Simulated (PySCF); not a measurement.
## Correlation energy of Sr (strontium, neutral)

[Kr] 5s1 5p1, high-spin 3P determinant (an excited configuration). Computed with PySCF 2.14 in aug-cc-pwCVTZ-X2C (10s9p7d3f, 93 functions), with scalar relativity by spin-free X2C-1e. Frozen: [Kr]; 2 electrons correlated.

With two correlated electrons CCSD is exact within the correlated space (frozen core and kept virtual orbitals).

```
level  correlation energy (mhartree)
 CCSD                          -3.81
```

Diagnostics: T1 = 0.014, D1 = 0.0274, largest double amplitude 0.057.

**Question.** Is a single reference adequate?

**Answer.** Yes, within this model without spin-orbit coupling: T1 lies below 0.03 and no double amplitude reaches 0.07.
